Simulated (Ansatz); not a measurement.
Mulliken charges of `F[B]1O[SiH2][Zn]1` from r2SCAN/def2-TZVPP in Ansatz (PBE0-D4/def2-TZVP geometry).

```json
{"atom": "F1", "x (Å)": "0.244", "y (Å)": "-2.271", "z (Å)": "1.514", "charge (e)": "-0.227"}
{"atom": "B2", "x (Å)": "0.474", "y (Å)": "-1.246", "z (Å)": "0.724", "charge (e)": "0.448"}
{"atom": "O3", "x (Å)": "-0.498", "y (Å)": "-0.358", "z (Å)": "0.407", "charge (e)": "-0.317"}
{"atom": "Si4", "x (Å)": "-0.234", "y (Å)": "1.001", "z (Å)": "-0.628", "charge (e)": "0.322"}
{"atom": "Zn5", "x (Å)": "1.875", "y (Å)": "-0.174", "z (Å)": "-0.465", "charge (e)": "-0.068"}
{"atom": "H6", "x (Å)": "-0.632", "y (Å)": "2.191", "z (Å)": "0.176", "charge (e)": "-0.078"}
{"atom": "H7", "x (Å)": "-1.228", "y (Å)": "0.856", "z (Å)": "-1.728", "charge (e)": "-0.078"}
```

**Question.** By hand: the dipole of these point charges (1 e Å = 4.8032 D).

**Answer.** Σ q r = (0.257, 0.167, -0.198) e Å, of length 0.365 e Å = 1.75 D.

**Question.** How does the dipole of the full density compare? (Best estimate.)

**Answer.** Ansatz gave: (0.460, 0.173, -0.265) e Å, 2.68 D; the point charges give 0.65 times that, at 12° from its direction.

Point charges leave out the atoms' own dipoles, such as those of lone pairs, and Mulliken's split depends on the basis, so the two needn't agree.
